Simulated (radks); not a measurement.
Results of a calculation; reference values are marked as such.
Problem. These are the eigenvalues of the occupied orbitals of an atom or ion with whole-number occupations (eV). Code: a radial shooting solver on a logarithmic mesh with Libxc functionals. Model: Dirac Kohn-Sham, PBE, spin-unpolarised, spherical densities, finite nucleus; Fermi nuclear charge, rms radius of each element as measured or else 0.836 A^(1/3) + 0.57 fm.

1s1/2: -1795.467
2s1/2: -148.9729
2p1/2: -105.4788
2p3/2: -104.8308
3s1/2: -19.0258
3p1/2: -11.6761

Which element is it, and in what charge state? The configuration may be excited. Open shells, if any, fill j = l - 1/2 first.

Solution. Z = 14, silicon, charge +1: Si+ in [Ne] 3s2 3p1. The list shows which subshells hold electrons but not how many an open one holds; the 1s level, -65.982 hartree, gives Z - s = 11.5 by -(Z - s)^2/2, which with screening and relativity narrows Z to a few neighbours, and the depths of the outer levels then fix element, charge and occupations together.
